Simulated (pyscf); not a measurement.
Single points on ωB97X-D3(BJ)/def2-SVP structures (PySCF, gas phase). Correlated levels are frozen-core, on RHF or UHF. ΔMP2 is the change of the MP2 total energy from the triple- to the quadruple-zeta basis.

SMILES: [InH]([PH2])[GaH2]
```xyz
8

P     -1.5047     1.6222    -0.5979
In    -1.6219    -0.8202    -0.1298
Ga     0.4749    -2.3155    -0.2738
H     -0.2718     1.8361     0.0827
H     -2.3232     1.9917     0.5076
H     -3.2292    -1.3822     0.2022
H      1.3605    -2.6198     0.9938
H      0.9584    -2.9555    -1.6296
```

Problem. What is the homolytic dissociation enthalpy (298 K, CCSD(T)/def2-TZVPP + ΔMP2(QZVPP)) of the Ga–In bond of H₂P–InH–GaH₂, to [H₂P–InH]• + GaH₂•?

Solution. Ga–In to [H₂P–InH]• + GaH₂•: 2.61 eV. The radicals are drawn with the spin at the cut bond; how far it spreads was not checked. Other isomers of [H₂P–InH]• were not searched in full and may lie lower. The CCSD(T) − MP2 part came from Ansatz, without density fitting, on the same reference. The frozen core leaves the outer d or s,p core shells of the metals and heavy elements correlated in the MP2 and CC values, and def2-TZVPP describes them poorly, which can shift differences by a few kcal/mol. Elements up to Kr have no core potential and no relativistic terms here. Elements past Kr carry the def2 core potentials, without spin-orbit coupling.
